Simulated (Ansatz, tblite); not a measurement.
Cost and result up the ladder for (Br2Ga-mu-SH)2 (Ga₂H₂S₂Br₄) (10 atoms). Charge 0, multiplicity 1. Geometry: r2SCAN-D4/def2-SVP.

```xyz
10

Ga   -0.457   -0.843    1.320
Br   -2.426   -1.979    1.508
Br    1.117   -0.760    2.989
S     0.612   -1.511   -0.713
Ga   -0.051    0.651   -1.495
Br   -1.784    0.390   -2.957
Br    1.832    1.873   -1.974
S    -0.935    1.389    0.602
H     1.842   -1.097   -0.317
H     0.250    1.886    1.037
```

Ansatz on 2 threads of AMD EPYC 7R13 on a shared host and a share (18 GiB) of an NVIDIA H100 80GB HBM3; xTB runs through tblite on one thread. Times are rough, summed over both states, and most runs start from the orbitals of an earlier one. PBE0-D4/def2-TZVP serves as the yardstick here, not as an exact answer. The other state is a triplet.

The xTB rows come from tblite. HOMO above LUMO, or a gap near zero within one spin, warns that the state may not be the lowest or that an electron is smeared out.

xTB has no spin-polarisation term.

```tsv
level	functions	wall time	vertical triplet (eV)	difference from PBE0-D4/def2-TZVP (eV)	remarks
GFN1-xTB	76	0.055 s	4.76	-0.52	–
GFN2-xTB	74	0.079 s	4.72	-0.55	–
PBE0-D4/def2-TZVP (with forces)	374	28 s	5.27	0.00	–
PBE-D4/def2-TZVP	374	29 s	4.51	-0.76	gap within one spin near zero (triplet)
r2SCAN-D4/def2-TZVP	374	44 s	4.92	-0.36	–
```
